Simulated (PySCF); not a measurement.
## Working out the excitation energy of Nb

Nb [Kr] 4d4 5s1 (6D) → Nb [Kr] 4d5 (6S). Computed with PySCF 2.14 in def2-TZVPPD with the def2 core potential (28 electrons), with scalar relativity through the core potential. Frozen: 4s2 4p6. Energies in hartree (1 hartree = 27.21139 eV):

```tsv
part	Nb (lower)	Nb (upper)
UHF	-56.329081	-56.264638
CCSD correlation	-0.058560	-0.068429
(T)	-0.001487	-0.002036
```

Task: What does Hartree-Fock give?

Result: (-56.264638) − (-56.329081) = 0.064443 hartree = 1.754 eV.

Task: What do CCSD and CCSD(T) give?

Result: The CCSD correlation energies differ by -0.009869 hartree = -0.269 eV and the triples by -0.000549 hartree = -0.015 eV, so CCSD gives 1.485 eV and CCSD(T) 1.470 eV.
